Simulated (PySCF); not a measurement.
**Te (tellurium, neutral): M06-2X calculation**

Configuration: [Kr] 4d10 5s2 5p4, high-spin 3P determinant. Calculation: PySCF 2.14, in ANO-RCC-VTZP (7s6p4d2f1g, 68 functions); scalar relativity by spin-free X2C-1e.

- Total energy: -6794.09 hartree
- One-electron energy: -9320.85 hartree
- Hartree (Coulomb) energy: 2705.12 hartree
- Exchange-correlation energy: -178.37 hartree
- ⟨S²⟩: 2.0080
- ⟨L²⟩: 2.021
- Sum of ⟨r⟩: 37.42 bohr
- Sum of ⟨r²⟩: 61.77 bohr²
- Traceless quadrupole moment −½Σ⟨3z² − r²⟩ along its main axis: -3.39 e·bohr²
- Langevin diamagnetic susceptibility: -48.9 ×10⁻⁶ cm³/mol

```json
{"shell": "1s α", "electrons": "1", "mean orbital energy (hartree)": "-1167.39044", "spread (hartree)": "0", "rms radius, mean of both spins (bohr)": "0.0318"}
{"shell": "1s β", "electrons": "1", "mean orbital energy (hartree)": "-1167.38711", "spread (hartree)": "0", "rms radius, mean of both spins (bohr)": "0.0318"}
{"shell": "2s α", "electrons": "1", "mean orbital energy (hartree)": "-180.62399", "spread (hartree)": "0", "rms radius, mean of both spins (bohr)": "0.130"}
{"shell": "2s β", "electrons": "1", "mean orbital energy (hartree)": "-180.62262", "spread (hartree)": "0", "rms radius, mean of both spins (bohr)": "0.130"}
{"shell": "2p α", "electrons": "3", "mean orbital energy (hartree)": "-162.39765", "spread (hartree)": "0.00277", "rms radius, mean of both spins (bohr)": "0.115"}
{"shell": "2p β", "electrons": "3", "mean orbital energy (hartree)": "-162.39548", "spread (hartree)": "0.00050", "rms radius, mean of both spins (bohr)": "0.115"}
{"shell": "3s α", "electrons": "1", "mean orbital energy (hartree)": "-36.56625", "spread (hartree)": "0", "rms radius, mean of both spins (bohr)": "0.344"}
{"shell": "3s β", "electrons": "1", "mean orbital energy (hartree)": "-36.56302", "spread (hartree)": "0", "rms radius, mean of both spins (bohr)": "0.344"}
{"shell": "3p α", "electrons": "3", "mean orbital energy (hartree)": "-30.58948", "spread (hartree)": "0.00643", "rms radius, mean of both spins (bohr)": "0.344"}
{"shell": "3p β", "electrons": "3", "mean orbital energy (hartree)": "-30.58550", "spread (hartree)": "0.00207", "rms radius, mean of both spins (bohr)": "0.344"}
{"shell": "3d α", "electrons": "5", "mean orbital energy (hartree)": "-21.41538", "spread (hartree)": "0.00556", "rms radius, mean of both spins (bohr)": "0.322"}
{"shell": "3d β", "electrons": "5", "mean orbital energy (hartree)": "-21.41407", "spread (hartree)": "0.00431", "rms radius, mean of both spins (bohr)": "0.322"}
{"shell": "4s α", "electrons": "1", "mean orbital energy (hartree)": "-6.50494", "spread (hartree)": "0", "rms radius, mean of both spins (bohr)": "0.815"}
{"shell": "4s β", "electrons": "1", "mean orbital energy (hartree)": "-6.49892", "spread (hartree)": "0", "rms radius, mean of both spins (bohr)": "0.815"}
{"shell": "4p α", "electrons": "3", "mean orbital energy (hartree)": "-4.60333", "spread (hartree)": "0.01501", "rms radius, mean of both spins (bohr)": "0.878"}
{"shell": "4p β", "electrons": "3", "mean orbital energy (hartree)": "-4.59602", "spread (hartree)": "0.00508", "rms radius, mean of both spins (bohr)": "0.878"}
{"shell": "4d α", "electrons": "5", "mean orbital energy (hartree)": "-1.75722", "spread (hartree)": "0.01858", "rms radius, mean of both spins (bohr)": "1.05"}
{"shell": "4d β", "electrons": "5", "mean orbital energy (hartree)": "-1.74735", "spread (hartree)": "0.00875", "rms radius, mean of both spins (bohr)": "1.05"}
{"shell": "5s α", "electrons": "1", "mean orbital energy (hartree)": "-0.71552", "spread (hartree)": "0", "rms radius, mean of both spins (bohr)": "2.26"}
{"shell": "5s β", "electrons": "1", "mean orbital energy (hartree)": "-0.58950", "spread (hartree)": "0", "rms radius, mean of both spins (bohr)": "2.26"}
{"shell": "5p α", "electrons": "3", "mean orbital energy (hartree)": "-0.32020", "spread (hartree)": "0.03467", "rms radius, mean of both spins (bohr)": "2.85"}
{"shell": "5p β", "electrons": "1", "mean orbital energy (hartree)": "-0.26420", "spread (hartree)": "0", "rms radius, mean of both spins (bohr)": "2.85"}
```

Densities and radii are taken from the X2C orbitals without a picture-change correction, which distorts them close to the nucleus.
